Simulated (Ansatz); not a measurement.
The pair A = PH3 (SMILES P) (first 4 atoms), B = HI (SMILES I); geometry from B3LYP-D3(BJ)/def2-TZVP.
(charge 0, multiplicity 1):
```xyz
6

P     -0.4959    -0.5533     0.4139
H     -1.8481    -0.6696     0.0101
H     -0.1615     0.3996    -0.5789
H     -0.0545    -1.6663    -0.3421
I      0.5510    -0.0275     4.4590
H      0.1501    -0.2319     2.8916
```

Correlated levels freeze the cores. Filled d and f shells under p-block atoms count as core. MP2 and its Hartree–Fock in def2-QZVPPD are density fitted.

Codes used: Ansatz (Gaussian basis) for Hartree–Fock, density functionals and correlated methods. Values without a source in brackets are computed. In def2 rows elements past Kr take small-core potentials, without spin–orbit coupling.

The counterpoise-corrected interaction energy is E(AB) − E(A in the pair's basis) − E(B in the pair's basis). Total energies (hartree):

```tsv
level	AB	A in the pair's basis	B in the pair's basis
HF/def2-TZVPPD	-639.7258474	-342.4844270	-297.2425128
MP2/def2-TZVPPD	-640.0523123	-342.6555671	-297.3934915
HF/def2-QZVPPD	-639.7369403	-342.4943901	-297.2436626
MP2/def2-QZVPPD	-640.0940964	-342.6769836	-297.4133589
CCSD(T)/def2-TZVPPD	-640.1120624	-342.6908784	-297.4189834
```

Task: Work out the counterpoise-corrected interaction energy at the basis-set limit: extrapolate the MP2 correlation part as X⁻³, take Hartree–Fock from the larger set, and add the CCSD(T) − MP2 difference of def2-TZVPPD.

Result: 
1. Differences (1 hartree = 627.509 kcal/mol): HF/def2-TZVPPD 0.686; MP2/def2-TZVPPD -2.042; HF/def2-QZVPPD 0.698; MP2/def2-QZVPPD -2.356; CCSD(T)/def2-TZVPPD -1.381.
2. Correlation parts, MP2 less HF: -2.727 in def2-TZVPPD (X = 3), -3.054 in def2-QZVPPD (X = 4).
3. Limit (4³·(-3.054) − 3³·(-2.727))/(4³ − 3³) = -3.292; with HF/def2-QZVPPD it gives -2.594.
4. CCSD(T) less MP2 in def2-TZVPPD: 0.661.
Result: -1.93 kcal/mol, against -2.04 at MP2/def2-TZVPPD. It is an estimate of this method's limit, not of the exact value.

Ansatz is a program for electronic structure.
